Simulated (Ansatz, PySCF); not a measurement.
Bond stretch in SiH (cation, charge +1), singlet.

- RKS-PBE = restricted PBE/def2-TZVP run with Ansatz (a quantum-chemistry and plane-wave program)
- RCCSD(T) = CCSD(T) on RHF/def2-TZVP, frozen core (Ansatz)
- UKS-PBE = unrestricted PBE/def2-TZVP run with Ansatz
- RKS-B3LYP/6-31G* = restricted B3LYP/6-31G*, spherical d (PySCF)

Energies are in kcal/mol, each relative to the lowest point of its own curve near equilibrium.

| R / Å | RKS-PBE | RCCSD(T) | UKS-PBE | RKS-B3LYP/6-31G* |
|---|---|---|---|---|
| 1.22 | 27.7 | 25.2 | 27.7 | 28.0 |
| 1.31 | 12.1 | 10.2 | 12.1 | 11.8 |
| 1.36 | 6.7 | 5.2 | 6.7 | 6.4 |
| 1.42 | 2.6 | 1.6 | 2.6 | 2.3 |
| 1.45 | 1.3 | 0.7 | 1.3 | 1.1 |
| 1.52 | 0.0 | 0.0 | 0.0 | 0.0 |
| 1.56 | 0.1 | 0.5 | 0.1 | 0.3 |
| 1.63 | 1.4 | 2.4 | 1.4 | 2.0 |
| 1.64 | 1.7 | 2.8 | 1.7 | 2.3 |
| 1.76 | 6.5 | 8.6 | 6.5 | 7.9 |
| 1.86 | 12.0 | 14.8 | 12.0 | 14.0 |
| 2.04 | 23.3 | 26.8 | 23.3 | 26.3 |
| 2.28 | 39.0 | 42.0 | 39.0 | 42.8 |
| 2.51 | 52.9 | 53.8 | 52.9 | 57.2 |
| 2.72 | 64.0 | — | 62.1 | 68.8 |
| 3.02 | 76.9 | — | 68.4 | 82.5 |
| 3.34 | 87.1 | — | 71.0 | 93.7 |
| 3.77 | 96.1 | — | 72.5 | 104.2 |
| 4.17 | 101.1 | — | 73.3 | 110.4 |
| 4.62 | 104.1 | — | 73.7 | 114.5 |
| 5.44 | 106.0 | — | 73.7 | 117.8 |
| 6.10 | 106.1 | — | 73.3 | 118.6 |

At the longest distance, 6.10 Å, RKS-B3LYP/6-31G* lies highest above its minimum (118.6 kcal/mol) and UKS-PBE lowest (73.3 kcal/mol).

Dashes: no converged value, or the column stops at the first point that the program doubted or that broke a chosen test of continuity, which isn't proof of a fault.

The restricted form behind RKS-PBE, RKS-B3LYP/6-31G* keeps the bonding electrons paired and can't separate into open-shell fragments. The T1 diagnostic of CCSD on the restricted reference of RCCSD(T) exceeds 0.045 at 3.02 to 6.10 Å. The unrestricted determinant behind UKS-PBE is spin-contaminated at 2.72 to 6.10 Å (<S²> up to 1.0, against 0.00 for a pure singlet).
